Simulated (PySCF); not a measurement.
**Excitation energy of Au⁺ by level of theory**

Au⁺ [Xe] 4f14 5d10 (1S) → Au⁺ [Xe] 4f14 5d9 6s1 (3D), as a difference of total energies. Computed with PySCF 2.14 in def2-TZVPPD with the def2 core potential (60 electrons) (6s5p3d2f1g, 59 functions), with scalar relativity through the core potential. Correlated levels: valence and next inner shell: nothing frozen outside the core potential. The calculations carry no spin-orbit coupling.

```
                                method  excitation energy (cm⁻¹)
                                   UHF                     17087
    MP2 (valence and next inner shell)                     19667
SCS-MP2 (valence and next inner shell)                     20041
   CCSD (valence and next inner shell)                     18897
CCSD(T) (valence and next inner shell)                     19096
```
